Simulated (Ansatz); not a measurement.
```xyz
2

Cr    0.0000    0.0000   -0.0718
H     0.0000    0.0000    1.7231
```

Basis set: cc-pVDZ (spherical functions). Left uncorrelated: 5 orbitals. Charge 0, multiplicity 6.

Computed with Ansatz (development build ahead of 0.2.0); each method stands on the lowest determinant of its kind that the runs found.

Question: Give the atomization energy at this shape (free ground-state atoms in the same class of orbitals less the molecule, no zero-point energy) of sextet CrH by UHF-MP2, UHF.

Answer:

```
 method  atomization energy
UHF-MP2        100.6 kJ/mol
    UHF         96.6 kJ/mol
```

Caution for UHF-MP2: bonds are stretched, where a single reference can fail.
